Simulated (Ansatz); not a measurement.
The cluster Pd2H⁻ was relaxed with r2SCAN-D4 (def2-TZVPD) in Ansatz in these states: charge -1 quintet, charge -1 singlet, charge -1 triplet. The geometries follow in no particular order.

In the def2 sets Pd takes a core potential; there is no spin–orbit coupling.

A:

```xyz
3

Pd    0.3552   -1.4857    0.3050
Pd    0.6380    0.8807   -0.1904
H    -0.9932    0.6050   -0.1147
```

B:

```
atom   x (Å)   y (Å)   z (Å)
 Pd1   0.228  -1.421   1.024
 Pd2  -0.396   0.084  -0.838
  H3   0.168   1.337  -0.186
```

C:

```xyz
3

Pd   -1.0430    0.7694    1.4532
Pd    0.6238   -0.4000    0.0484
H     0.4191   -0.3694   -1.5016
```

Judge from the bond lengths which geometry belongs to which state (an estimate).

A is the charge -1 quintet (Pd2–H3 1.656 Å, Pd1–Pd2 2.434 Å); B is the charge -1 singlet (Pd2–H3 1.520 Å, Pd1–Pd2 2.474 Å); C is the charge -1 triplet (Pd2–H3 1.564 Å, Pd1–Pd2 2.474 Å).

At r2SCAN-D4/def2-TZVPD the highest occupied level of the charge -1 quintet lies above zero (up to 1.02 eV). It is a level of α spin, whose loss leaves a quartet; that state wasn't run at this geometry and level. The electron is either unbound and held by the finite basis, or the level is raised by self-interaction error. At r2SCAN-D4/def2-TZVPD the highest occupied level of the charge -1 singlet lies above zero (up to 1.16 eV). By energy differences its removal costs 1.50 eV (vertical, to the charge 0 doublet, at r2SCAN-D4/def2-TZVPD), and other spins of that charge weren't run; a positive level beside a positive removal energy at the same level points to self-interaction error. At r2SCAN-D4/def2-TZVPD the highest occupied level of the charge -1 triplet lies above zero (up to 0.55 eV). It is a level of α spin, whose loss leaves a doublet; that state wasn't run at this geometry and level. The electron is either unbound and held by the finite basis, or the level is raised by self-interaction error. At PBE0-D4/def2-TZVPD a singlet lies 2.18 eV below the charge -1 quintet. At PBE0-D4/def2-TZVPD a singlet lies 0.29 eV below the charge -1 triplet. These are the stationary points nearest to one start from a short search; other shapes may lie lower in each state.
